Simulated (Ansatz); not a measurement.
System: N-bis(ethenyl)boranyl-N-methylmethanamine, C6H12BN, charge 0, multiplicity 1. 
Structure (B3LYP-D3(BJ)/def2-TZVP (Ansatz, an electronic-structure program) minimum search):
SMILES: C=CB(C=C)N(C)C
```xyz
20

C      1.9124    -1.7745     1.0886
C      0.6390    -1.5121     0.7846
B      0.1936    -0.2638    -0.0511
C      1.3002     0.4822    -0.8815
C      1.6196     1.7721    -0.7806
N     -1.1468     0.1636    -0.0610
C     -1.6663     1.2295    -0.9039
C     -2.1944    -0.4054     0.7715
H      2.7165    -1.1175     0.7757
H      2.2046    -2.6438     1.6680
H     -0.0958    -2.2282     1.1460
H      1.9289    -0.1262    -1.5307
H      2.4506     2.2104    -1.3231
H      1.0700     2.4476    -0.1325
H     -0.9060     1.5725    -1.5971
H     -2.0028     2.0797    -0.3003
H     -2.5296     0.8694    -1.4739
H     -1.7960    -1.1521     1.4497
H     -2.9751    -0.8667     0.1568
H     -2.6682     0.3787     1.3716
```

Total electronic energies in hartree. Valence correlation only, unless marked. Spin-orbit coupling is left out. Non-relativistic. CBS marks a two-point X^-3 extrapolation of the correlation energy; Hartree-Fock from the larger set. [CCSD(T)-MP2]/basis is that difference in the basis named.

| level | program | energy (Eh) |
|---|---|---|
| PBE0/6-31G* | Ansatz | -315.05941 |
| PBE0/def2-SVP | Ansatz | ___ |
| BHLYP-D4/def2-TZVPD | Ansatz + dftd4 | ___ |
| CAM-B3LYP/def2-TZVPD | Ansatz | -315.39014 |
| LC-wPBE-D3(BJ)/def2-TZVPD | Ansatz + dftd3 | ___ |
| RI-MP2/aug-cc-pVQZ | Ansatz | -314.85363 |
| RI-MP2/CBS(cc-pVTZ,cc-pVQZ) | Ansatz | -314.9035 |
| SCS-MP2/cc-pwCVTZ | Ansatz | -314.76364 |
| RI-MP2/CBS(aug-cc-pVTZ,aug-cc-pVQZ)+[CCSD(T)-MP2]/aug-cc-pVTZ | Ansatz | -315.0345 |

Question: Some entries are withheld; supply them.

Answer: 
- PBE0/def2-SVP, energy (Eh): -314.83681
- BHLYP-D4/def2-TZVPD, energy (Eh): -315.39597
- LC-wPBE-D3(BJ)/def2-TZVPD, energy (Eh): -315.36649
